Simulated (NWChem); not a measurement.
Species: WSOCl₂; SMILES [O]=[W]([Cl])(=[S])[Cl]

Computed with NWChem. Medium grid unless said otherwise, to which SCAN and Minnesota functionals are sensitive. Geometry: optimised at PBE0/def2-SVP. def2 effective core potentials on W; no spin-orbit coupling. Total energies of different functionals are on different scales.

```tsv
level	energy (Ha)	highest occupied level (eV)	orbital gap (eV)	dipole (D)
B3LYP/def2-SVP	-1460.7121	-7.98	4.40	1.42
PBE/def2-SVP	-1460.0922	-7.01	2.93	1.37
B97-2/def2-SVP	-1460.7893	-8.10	4.50	1.33
TPSS/def2-SVP	-1460.7517	-7.18	3.05	1.35
LDA (Slater exchange, VWN5)/def2-SVP	-1455.7224	-7.14	2.90	1.46
TPSSh/def2-SVP	-1460.6962	[?]	[?]	1.36
r2SCAN0/def2-SVP	-1460.4743	-8.57	5.01	1.41
LDA (Slater exchange, PW92)/def2-SVP	-1455.6991	-7.13	2.90	1.46
LC-BLYP (range parameter 0.33 per bohr)/def2-SVP	-1459.6779	-10.37	8.91	1.36
```

Question: Some entries are withheld; supply them.

Answer: 
- TPSSh/def2-SVP, highest occupied level (eV): -7.69
- TPSSh/def2-SVP, orbital gap (eV): 3.79
